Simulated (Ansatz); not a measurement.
Redistribution: C2H3F + C4H9I → C2H2FI + C4H10

Species: C2H3F `C=CF`, singlet; C4H9I `CC(C)(C)I`, singlet; C2H2FI `C=C(F)I`, singlet; C4H10 (isobutane) `CC(C)C`, singlet. The partners trade H for I; both sit on C, so the bond types are kept.

Shapes, held fixed at every level: PBE0-D4/def2-TZVP. Programs: Ansatz 0.2.0. The zero-point and thermal change to 298 K, harmonic and unscaled (PBE0-D4/def2-TZVP), is -0.3 kJ/mol.

Question: Estimate ΔH(298 K) of this reaction.

Answer: The highest level, CCSD(T)/def2-TZVPP, gives ΔH(298 K) = +28.6 kJ/mol; the levels span +20.8 to +28.6. The column of differences is taken from that level and isn't an error. No measured value is set beside it here. For atoms past krypton def2 sets carry core potentials with scalar relativity. Outer-core shells of I are correlated in most correlated rows, in sets that cover them unevenly.

```tsv
level	kind	ΔH(298 K) (kJ/mol)	less CCSD(T)/def2-TZVPP
HF/def2-TZVPP	Hartree–Fock	+24.7	-3.9
r2SCAN-D4/def2-TZVPP	meta-GGA	+20.8	-7.8
PBE0-D4/def2-TZVPP	global hybrid	+21.3	-7.3
wB97M-V/def2-TZVPP	range-separated hybrid	+23.7	-4.9
B2PLYP/def2-TZVPP	double hybrid	+21.9	-6.7
CCSD/def2-TZVPP	coupled cluster or CI	+27.1	-1.5
CCSD(T)/def2-TZVPP	coupled cluster or CI	+28.6	0.0
```
